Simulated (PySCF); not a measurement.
Isomers of C7H10NP.

All values: PBE0/pcSseg-1 (PySCF) at PBE0-D3(BJ)/def2-SVP geometries, gas phase, one conformer each.

Question: Rank by dipole moment, lowest first.
A. `[CH3:1][C:2]#[C:3][P:4]([CH3:5])[CH2:6][CH2:7][C:8]#[N:9]` with C3–P4–C6–C7 -68°, P4–C6–C7–C8 180°
B. `[CH3:1][CH2:2]/[CH:3]=[P:4]\[n:5]1[cH:6][cH:7][cH:8][cH:9]1` with C1–C2–C3–P4 -131°, C3–P4–N5–C6 138°
C. `[CH3:1][CH:2]([CH3:3])[c:4]1[n:5][cH:6][cH:7][cH:8][p:9]1` with C1–C2–C4–N5 -62°
D. `[CH2:1]=[CH:2][c:3]1[cH:4][p:5][cH:6][n:7]1[CH2:8][CH3:9]` with C1–C2–C3–C4 -16°, C6–N7–C8–C9 97°

Answer: C (1.28 D), B (1.99 D), D (3.82 D), A (4.34 D).

Question: Rank by HOMO–LUMO gap, lowest first.
A. `[CH3:1][P:2]([CH3:3])[c:4]1[cH:5][cH:6][cH:7][cH:8][n:9]1` with C1–P2–C4–C5 -71°
B. `[CH3:1][CH2:2]/[CH:3]=[P:4]\[n:5]1[cH:6][cH:7][cH:8][cH:9]1` with C1–C2–C3–P4 -131°, C3–P4–N5–C6 138°
C. `[CH3:1][c:2]1[cH:3][n:4]([CH:5]2[CH2:6][CH2:7]2)[cH:8][p:9]1` with C3–N4–C5–C6 130°
D. `[CH3:1][C:2]#[C:3][P:4]([CH3:5])[CH2:6][CH2:7][C:8]#[N:9]` with C3–P4–C6–C7 -68°, P4–C6–C7–C8 180°
E. `[CH2:1]=[CH:2][c:3]1[cH:4][p:5][cH:6][n:7]1[CH2:8][CH3:9]` with C1–C2–C3–C4 -16°, C6–N7–C8–C9 97°

Answer: B (4.63 eV), E (5.16 eV), A (5.49 eV), C (6.01 eV), D (6.57 eV).

Question: Rank by HOMO energy, highest first.
A. `[CH2:1]=[CH:2][c:3]1[cH:4][p:5][cH:6][n:7]1[CH2:8][CH3:9]` with C1–C2–C3–C4 -16°, C6–N7–C8–C9 97°
B. `[CH3:1][C:2]#[C:3][P:4]([CH3:5])[CH2:6][CH2:7][C:8]#[N:9]` with C3–P4–C6–C7 -68°, P4–C6–C7–C8 180°
C. `[CH3:1][CH:2]([CH3:3])[c:4]1[n:5][cH:6][cH:7][cH:8][p:9]1` with C1–C2–C4–N5 -62°
D. `[CH3:1][CH2:2]/[CH:3]=[P:4]\[n:5]1[cH:6][cH:7][cH:8][cH:9]1` with C1–C2–C3–P4 -131°, C3–P4–N5–C6 138°

Answer: A (-5.99 eV), D (-6.25 eV), B (-6.77 eV), C (-7.01 eV).

All values together:

| SMILES | μ (D) | HOMO (eV) | LUMO (eV) | lowest IAO charge (e) | highest IAO charge (e) | lowest Hirshfeld charge (e) | highest Hirshfeld charge (e) |
| --- | --- | --- | --- | --- | --- | --- | --- |
| CC/C=P\n1cccc1 | 1.99 | -6.25 | -1.62 | -0.404 (C) | +0.489 (P) | -0.110 (C) | +0.154 (P) |
| CC#CP(C)CCC#N | 4.34 | -6.77 | -0.20 | -0.600 (C) | +0.562 (P) | -0.234 (N) | +0.177 (P) |
| C=Cc1cpcn1CC | 3.82 | -5.99 | -0.82 | -0.418 (C) | +0.262 (P) | -0.146 (C) | +0.053 (H) |
| CP(C)c1ccccn1 | 1.99 | -6.35 | -0.86 | -0.600 (C) | +0.506 (P) | -0.168 (C) | +0.140 (P) |
| Cc1cn(C2CC2)cp1 | 3.74 | -6.17 | -0.16 | -0.410 (C) | +0.221 (P) | -0.121 (C) | +0.055 (H) |
| CC(C)c1ncccp1 | 1.28 | -7.01 | -1.78 | -0.406 (C) | +0.311 (P) | -0.131 (N) | +0.081 (P) |

Conformers: `[CH3:1][CH2:2]/[CH:3]=[P:4]\[n:5]1[cH:6][cH:7][cH:8][cH:9]1` with C1–C2–C3–P4 -131°, C3–P4–N5–C6 138°; `[CH3:1][C:2]#[C:3][P:4]([CH3:5])[CH2:6][CH2:7][C:8]#[N:9]` with C3–P4–C6–C7 -68°, P4–C6–C7–C8 180°; `[CH2:1]=[CH:2][c:3]1[cH:4][p:5][cH:6][n:7]1[CH2:8][CH3:9]` with C1–C2–C3–C4 -16°, C6–N7–C8–C9 97°; `[CH3:1][P:2]([CH3:3])[c:4]1[cH:5][cH:6][cH:7][cH:8][n:9]1` with C1–P2–C4–C5 -71°; `[CH3:1][c:2]1[cH:3][n:4]([CH:5]2[CH2:6][CH2:7]2)[cH:8][p:9]1` with C3–N4–C5–C6 130°; `[CH3:1][CH:2]([CH3:3])[c:4]1[n:5][cH:6][cH:7][cH:8][p:9]1` with C1–C2–C4–N5 -62°.
